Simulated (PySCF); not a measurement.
## Computed vibrations of [TlS]+

[TlS]+ (singlet). PySCF 2.14.0, RKS BP86, Tl def2-SVP with ECP60, S def2-SVP; non-relativistic Hamiltonian with scalar-relativistic core potentials where named; density fitting; no spin-orbit coupling. Central differences of gradients.

```xyz
2

Tl    0.0000    0.0000   -0.4269
S     0.0000    0.0000    2.7371
```

Run from Python with OMP_NUM_THREADS=2. Where DIIS fails, smearing, a level shift and second-order steps follow.
It took 23 s on 2 threads of Arm Neoverse V1 (shared host).

Task: What are the harmonic wavenumbers and infrared intensities?

Result: Modes are labelled in C∞v; negative numbers are unstable modes, those under 60 cm⁻¹ near the noise; a finer grid moves soft modes by up to 10 cm⁻¹.
| cm⁻¹ | km/mol | symmetry |
| --- | --- | --- |
| 124 | 7.4 | σ+ |

Task: Is this a minimum?

Result: Yes. Ideal gas at 298.15 K and 1 bar: S = 265.7 J/(mol K), Cp = 37.2 J/(mol K), H − H(0 K) = 10.5 kJ/mol (rigid rotor, harmonic modes, spin degeneracy alone).
